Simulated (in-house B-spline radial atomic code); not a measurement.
Computed with a B-spline radial atomic code. Model: two electrons, singlet ground state, non-relativistic, full CI in B-splines with partial waves to l = 8 (at full coupling up to 3e-4 hartree above the limit, correlation up to 0.6 % small), density held at that of full coupling by Lieb maximisation.

W(λ) is the mean repulsion in the state of coupling λ less the Hartree energy of the fixed density. Its start is exact exchange, its initial slope is twice the second-order Görling-Levy correlation energy, and its area from 0 to 1 is E_xc. A straight curve means weak, dynamic correlation, and a curve that drops fast and flattens means strong correlation.

Command:
```bash
python run_ac.py task.json out
```
Settings (lengths in bohr, energies in hartree):
```
potential              dot
strength               0.111
lmax                   8
second                 2
```

Time taken, with all properties: 64 s on 1 thread of Intel(R) Xeon(R) Processor @ 2.30GHz, on a shared host.

**W = mean repulsion less Hartree energy, and W of three functionals.**

Given: confinement charge in harmonic well; well frequency 0.111 hartree; nuclear charge 2; external potential omega^2 r^2/2 - Z/r.

Computed: LDA exchange minus exact 142.71 millihartree; PBE exchange minus exact 12.451 millihartree.

| coupling | W xc (hartree) | W xc minus exchange (millihartree) | kinetic minus Kohn-Sham (millihartree) | LDA (PW92) W minus its exchange (millihartree) | PBE W minus its exchange (millihartree) | SCAN W minus its exchange (millihartree) |
| --- | --- | --- | --- | --- | --- | --- |
| 0 | -1.0322 | 0 | 0 | 0 | 0 | 0 |
| 0.02 | -1.0341 | -1.916 | 0.02 | -11.87 | -1.78 | -1.82 |
| 0.05 | -1.037 | -4.757 | 0.12 | -24.26 | -4.47 | -4.48 |
| 0.12 | -1.0434 | -11.243 | 0.67 | -46.35 | -10.78 | -10.48 |
| 0.25 | -1.055 | -22.774 | 2.79 | -77.13 | -22.3 | -20.96 |
| 0.4 | -1.0675 | -35.309 | 6.86 | -104.86 | -35.07 | -32.21 |
| 0.6 | -1.0831 | -50.853 | 14.61 | -134.79 | -51.09 | -46.05 |
| 0.8 | -1.0974 | -65.197 | 24.63 | -159.69 | -66.01 | -58.77 |
| 1 | -1.1107 | -78.469 | 36.56 | -181.15 | -79.89 | -70.54 |
| 1.4 | -1.1344 | -102.22 | 64.95 | -216.99 | -104.92 | -91.68 |
| 2 | -1.1643 | -132.15 | 115.52 | -259.14 | -136.89 | -118.65 |
| 3 | ? | ? | ? | ? | ? | ? |
| 4.5 | ? | ? | ? | ? | ? | ? |
| 7 | -1.2881 | -255.89 | 611.2 | -425.81 | -280.57 | -238.66 |
| 10 | -1.3204 | -288.24 | 882.46 | -472.76 | -323.99 | -272.63 |

**Question.** What belongs in the row 3?

**Answer.** W xc (hartree): -1.2031; W xc minus exchange (millihartree): -170.88; kinetic minus Kohn-Sham (millihartree): 211.38; LDA (PW92) W minus its exchange (millihartree): -311.2; PBE W minus its exchange (millihartree): -179.34; SCAN W minus its exchange (millihartree): -154.49.

**Question.** What belongs in the row 4.5?

**Answer.** W xc (hartree): -1.2443; W xc minus exchange (millihartree): -212.06; kinetic minus Kohn-Sham (millihartree): 363.8; LDA (PW92) W minus its exchange (millihartree): -365.85; PBE W minus its exchange (millihartree): -226.56; SCAN W minus its exchange (millihartree): -194.21.

**Question.** What is the SCAN exchange minus exact?

**Answer.** -4.7274 millihartree.

**Energy parts, natural occupations and partial-wave weights.**

Computed: total energy -2.8891 hartree; exchange energy -1.0322 hartree; correlation energy -0.04191 hartree; kinetic part over minus potential part 0.46591; Hartree energy 2.0644 hartree; Kohn-Sham kinetic 2.8954 hartree; Lieb Oxford ratio E_xc over LDA exchange 1.2076.

```csv
natural,occupation of the shell (electrons)
s,1.9844
p,0.0076119
s,0.0072182
d,?
p,0.00024125
s,0.00011754
```

**Question.** What belongs in the row d?

**Answer.** occupation of the shell (electrons): 0.00032112.

```json
{"wave": "s", "weight": "0.99585"}
{"wave": "p", "weight": "?"}
{"wave": "d", "weight": "0.00017929"}
{"wave": "f", "weight": "2.4495e-05"}
{"wave": "g", "weight": "5.5952e-06"}
```

**Question.** What belongs in the row p?

**Answer.** weight: 0.0039379.

**Question.** What is the initial slope twice GL2?

**Answer.** -0.096211 hartree.

**Question.** What is the kinetic part of the DFT correlation energy?

**Answer.** 0.036559 hartree.

Half-way to full coupling W has made 55 % of its drop, against 50 % for a straight line, and second-order (GL2) theory, half the initial slope, overshoots the correlation energy by about 15 %: a moderate bend, as in light atoms. Over couplings 0 to 1 the errors in E_xc come to about +72 millihartree for LDA, +12 millihartree for PBE, -0.8 millihartree for SCAN, so SCAN is nearest. In LDA and PBE and SCAN the errors of exchange and correlation have opposite signs, so the sum is smaller than the larger of the two.
